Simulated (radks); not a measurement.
Values are calculated unless marked as measured or tabulated.
Ionisation of the krypton ion Kr9+, [Ar] 3d9, to [Ar] 3d8 as the strength of local exchange is varied. Level of theory: scalar-relativistic Kohn-Sham, Slater X-alpha exchange (alpha = 2/3 is LDA exchange), no correlation, spin-unpolarised, spherical densities, finite nucleus; Fermi nuclear charge, rms radius 4.1884 fm (a radial shooting solver on a logarithmic mesh with Libxc functionals).

| alpha | E(Kr9+) (hartree) | exchange (hartree) | IE (eV) | -e of the level emptied (eV) | <r> of it (bohr) |
|---|---|---|---|---|---|
| 0.606 | -2749.15201 | -76.84908 | 265.92 | 246.69 (3d) | 0.5285 |
| 0.643 | -2753.85330 | -81.66293 | 268.24 | 248.95 (3d) | 0.5266 |
| 0.667 | -2756.90654 | -84.79291 | 269.74 | 250.42 (3d) | 0.5255 |
| 0.772 | -2770.29918 | -98.55576 | 276.40 | 256.90 (3d) | 0.5204 |
| 0.857 | -2781.18221 | -109.77955 | 281.85 | 262.23 (3d) | 0.5165 |

NIST Atomic Spectra Database: 268 +/- 3 eV (theoretical). The Delta-SCF value meets it near alpha = 0.64. Spin polarisation and multiplet splitting are left out, so open shells lie too high by an amount that depends on their filling.

Beside tabulated values, note that spin-unpolarised runs miss the spin-polarisation part of the exchange energy of open shells.
